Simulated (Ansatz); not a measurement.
Geometry optimisation, RKS B3LYP/def2-SVP (Ansatz).

The input (input.yaml):

```yaml
crystal:
  periodic: [false, false, false]
  atoms:
    - { symbol: B, position_ang: [0.319174, 0.433696, -0.524317] }
    - { symbol: O, position_ang: [-0.148522, 0.596516, 2.064402] }
    - { symbol: H, position_ang: [-0.032014, -0.269433, 2.481272] }
    - { symbol: Cl, position_ang: [1.24073, -1.005265, -1.08195] }
    - { symbol: "N", position_ang: [-1.116543, 0.301368, -0.464295] }
    - { symbol: H, position_ang: [-1.582219, -0.493065, -0.893801] }
    - { symbol: H, position_ang: [-1.663609, 1.156665, -0.536889] }
    - { symbol: O, position_ang: [0.902357, 1.549085, -0.023907] }
    - { symbol: Al, position_ang: [1.382555, 1.776026, 1.673289] }
    - { symbol: H, position_ang: [2.619114, 0.938706, 2.219725] }
    - { symbol: H, position_ang: [1.070997, 3.226432, 2.226967] }
    - { symbol: H, position_ang: [-0.627019, 0.46157, 1.188005] }
basis:
  gaussian: { orbitals: def2-SVP }
hamiltonian:
  xc: b3lyp
relax:
  f_tol: 0.03
  max_steps: 50
```

Command:

```bash
$ ansatz run input.yaml --threads 4 --pin off --max-ram 5120MiB --backend cpu --events-out ev --progress --plain --runs-dir out
```

Task: Where does it end, and by what steps?

Result: The forces met the threshold. After 13 steps the energy has fallen by 0.314 eV; Cl4 moved furthest, 0.90 Å.

| step | energy less start (eV) | largest force component (eV/Å) | accepted |
| --- | --- | --- | --- |
| 0 | 0.0000 | 1.338 | yes |
| 1 | -0.1737 | 0.991 | yes |
| 2 | -0.2272 | 0.410 | yes |
| 3 | -0.2431 | 0.299 | yes |
| 4 | -0.2713 | 0.304 | yes |
| 5 | -0.2864 | 0.322 | yes |
| 6 | -0.2861 | 0.332 | no |
| 7 | -0.3046 | 0.129 | yes |
| 8 | -0.3070 | 0.145 | yes |
| 9 | -0.3117 | 0.092 | yes |
| 10 | -0.3105 | 0.125 | no |
| 11 | -0.3133 | 0.030 | yes |
| 12 | -0.3137 | 0.049 | yes |
| 13 | -0.3140 | 0.013 | yes |

```xyz
12
Properties=species:S:1:pos:R:3
B 0.462 0.342 -0.672
O -0.236 0.589 2.226
H -0.026 -0.185 2.768
Cl 1.002 -0.825 -1.931
N -0.970 0.321 -0.327
H -1.569 -0.297 -0.871
H -1.397 1.247 -0.274
O 1.304 1.109 -0.008
Al 1.287 1.726 1.674
H 2.447 1.151 2.594
H 0.761 3.218 1.775
H -0.701 0.276 1.375
```

Whether the end is a true minimum wasn't checked by a vibrational analysis.

The run took 37 s on 4 threads of Arm Neoverse V1 (shared host), peak memory 0.31 GiB.
